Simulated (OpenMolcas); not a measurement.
**5s2 5p2 along the 50-electron sequence**

```yaml
Program: OpenMolcas
Method: CASSCF
Basis: ANO-R2
Scalar_Hamiltonian: X2C, finite nucleus
Spin-orbit_coupling: RASSI with atomic mean-field integrals over the reference wave functions, term energies averaged over their components
```

Active space for each ion: 2 electrons in 3 orbitals (5p).

Computed levels in cm-1 above 3P0:

```
                               Level     Sn   Te2+    I3+   Xe4+
                                 3P1   1369   3802   5504   7590
                                 3P2   3089   7438  10094  13110
                                 1D2  10356  18332  22911  28156
                                 1S0  21803  34746  41194  48059
weight of 3P in the lowest level (%)     98     96     95     93
```

Measured, with the error of the calculation in %. Measured levels: Sn from NIST Handbook of Basic Atomic Spectroscopic Data; Te2+ from the list in Zhang, Palmeri, Quinet and Biemont, Astron. Astrophys. 551, A136 (2013); Xe4+ from Saloman, J. Phys. Chem. Ref. Data 33, 765 (2004).

| Level | Sn | Te2+ | Xe4+ |
| --- | --- | --- | --- |
| 3P1 | 1692 (-19.1) | 4757 (-20.1) | 9292 (-18.3) |
| 3P2 | 3428 (-9.9) | 8167 (-8.9) | 14127 (-7.2) |
| 1D2 | 8613 (+20.2) | 17360 (+5.6) | 28411 (-0.9) |
| 1S0 | 17162 (+27.0) | 30398 (+14.3) | 44470 (+8.1) |

The fine-structure level 3P2 changes by a factor of 4.24 from Sn to Xe4+. Its fourth root runs 7.46, 9.29, 10.02, 10.70, with steps per unit of Z of 0.92, 0.74, 0.68; equal steps would mean a (Z - σ)^4 law with constant σ.

1D2 changes by a factor of 2.72 over the same range, with steps per unit of Z of +3990, +4580, +5240 cm-1.

With the s shell closed, the reference lacks s² → p² mixing. Measured partners are found by configuration, term and J. A level has none where our copy of the source lacks it or the pairing is in doubt (some pairs that miss far off the trend of their configuration count as doubtful), and it then counts in no deviation. Levels of configurations outside the active space are missing.
